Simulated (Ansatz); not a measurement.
Input for Ansatz (a first-principles code): U-PBE/def2-TZVPP on MgBe-, 2S+1 = 4, a spin state set in the input, which need not be the lowest, a point of a bond scan (R = 2.331 Å). Charge -1.

Ansatz 0.2 input:
```yaml
crystal:
  periodic: [false, false, false]
  atoms:
    - {symbol: Be, position_ang: [0.00000000, 0.00000000, 0.00000000]}
    - {symbol: Mg, position_ang: [0.00000000, 0.00000000, 2.33143200]}
basis:
  gaussian:
    orbitals: def2-TZVPP
    pivot_positions_ang: [[0.00000000, 0.00000000, 0.00000000], [0.00000000, 0.00000000, 2.33143200]]
hamiltonian:
  xc: {name: PBE}
total_charge: -1
magnetization: {spin_polarized: true, initial_magnetization: 3}
output: {forces: true, orbitals: {seedname: ./end}}
```

Q: Give the final energy of this run.

A: -214.5621 hartree.
